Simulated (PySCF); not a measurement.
Substituent chemical shifts

Parent skeleton `[CH3:1][N:2]([CH3:3])[SiH3:4]`; one hydrogen on atom 4 is replaced by X. Hydrogens on one atom are averaged.

- geometry: GFN2-xTB
- shielding tensors at PBE0/pcSseg-1 (GIAO)
- code: PySCF
- fast rotation and ring inversion assumed for equivalent nuclei, one computed conformer, no solvent, non-relativistic Hamiltonian

References, each an isolated molecule treated in the same way: ¹³C and ²⁹Si and ¹H vs TMS; NH3 for ¹⁵N.

Parent (X = H): C1/C3 42.7, N2 9.4, Si4 -45.5, H(C1)/H(C3) 2.61, H(Si4) 4.62 ppm. Effects are Δδ = δ(X) − δ(H), positive for deshielding.

(1) Give Δδ (ppm) for X = SCH3, CONH2, CH2SiH3.

(2) Which position responds most, and to which substituents?

Results:

(1) 
```
      X              SMILES  C1/C3     N2    Si4  H(C1)/H(C3)  H(Si4)
   SCH3       CS[SiH2]N(C)C   -2.5   -0.7  +28.5        -0.03   +0.62
  CONH2   CN(C)[SiH2]C(N)=O   -0.8  +10.8   +3.8        +0.06   +0.07
CH2SiH3  CN(C)[SiH2]C[SiH3]   -1.9   +7.9  +19.5        -0.04   +0.08
```

(2) Si4: from +3.8 ppm with CONH2 to +28.5 ppm with SCH3.

Experimental scales use liquid or dissolved standards, which lie at an offset from isolated NH3 (liquid NH3: subtract about 20 ppm).
